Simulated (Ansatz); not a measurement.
# One elementary step

Start structure (ZnAsH₅SO, singlet), relaxed at PBE0-D4/def2-TZVP:

```xyz
9
angstrom
Zn 0.2411 0.4660 -1.1614
S 2.3873 0.2635 -1.0332
O -1.5158 0.6668 -1.4127
H -0.7216 -1.3718 0.3363
As -0.9311 -0.7822 1.7267
H 2.3533 0.0518 0.2934
H -1.7723 1.1946 -2.1705
H -0.5384 0.6227 1.2803
H 0.4976 -1.1114 2.1412
```

The step: ZnH₂SO ([OH][Zn][SH]) + AsH₃ → ZnAsH₃O ([OH][Zn][AsH2]) + H₂S; bonds formed: Zn1–As5, S2–H4; bonds broken: Zn1–S2, H4–As5. Computed with Ansatz 0.2.0 (basis: def2-TZVPP and def2-QZVPP); correlated methods freeze the cores. The 3s and 3p shells of Cu and Zn are frozen; filled d shells are correlated. The def2 sets are not built for correlating such inner shells, so the correlated values are less sure here. Extrapolation: Hartree–Fock as exp(−7.88 √X), correlation as X^−2.97. Energies below are by CCSD(T) at an estimated basis limit (MP2 extrapolated from triple and quadruple zeta, plus CCSD(T) − MP2 in triple zeta).

Q: What are the electronic barrier and the energy of the step, from the start structure to the end structure? (Judge from chemistry; the value comes from the calculation.)

A: The calculation gives: Barrier 29.06 kcal/mol; step energy 2.97 kcal/mol (uphill); reverse barrier, their difference, 26.09 kcal/mol. Barrier and step energy count from the start structure, the reverse barrier from the end structure.

The saddle point: One imaginary mode of 897i cm⁻¹.
```json
{"pair": "Zn1–As5", "start (Å)": "3.36", "saddle (Å)": "2.59", "end (Å)": "2.38"}
{"pair": "S2–H4", "start (Å)": "3.77", "saddle (Å)": "1.76", "end (Å)": "1.34"}
{"pair": "Zn1–S2", "start (Å)": "2.16", "saddle (Å)": "2.36", "end (Å)": "2.85"}
{"pair": "H4–As5", "start (Å)": "1.52", "saddle (Å)": "1.91", "end (Å)": "3.64"}
```

Zero-point energy (harmonic, PBE0-D4): ZPE is 28.15 kcal/mol at the start and 26.66 kcal/mol at the saddle, so the barrier goes from 29.06 to 27.57 kcal/mol.

No T1 diagnostic of these runs exceeds 0.015.

Labels in which every atom is bracketed show which atoms are joined, not bond orders.

For scale, one of the runs: CCSD(T)/def2-TZVPP, 255 basis functions, launched by `ansatz run in.yaml --threads 8 --pin off --events-out ev --progress --plain --max-ram 19148MiB`. The run took 3.6 min on 8 CPU threads of an Intel Xeon (shared host), with 5.6 GiB of host memory at its peak.
